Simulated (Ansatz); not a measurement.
Reaction (formal exchange of groups at the Al–C bond): `O=[C]([AlH2])O[SiH3]` + `COB(C)F` → `COB(F)[CH2][AlH2]` + `O=CO[SiH3]`

Gas-phase electronic energies from Ansatz, PBE0-D4/def2-TZVP geometries. CBS: MP2 limit from def2 TZ/QZ plus the TZ coupled-cluster correction, frozen cores. Each species was taken in one conformer, which may not be the lowest.

| level | ΔE (kcal/mol) |
| --- | --- |
| MP2/def2-QZVPP | -6.8 |
| HF/CBS(def2) | -6.4 |

What does CCSD(T)/CBS give? (An estimate is asked.)

Computed: -6.0 kcal/mol. The listed levels differ from it by -0.8, -0.4 kcal/mol.

Largest T1 diagnostic among the species: 0.016.

From PBE to PBE0 (25 % exact exchange), in def2-TZVPP and without D4, ΔE moves by −1.2 kcal/mol.
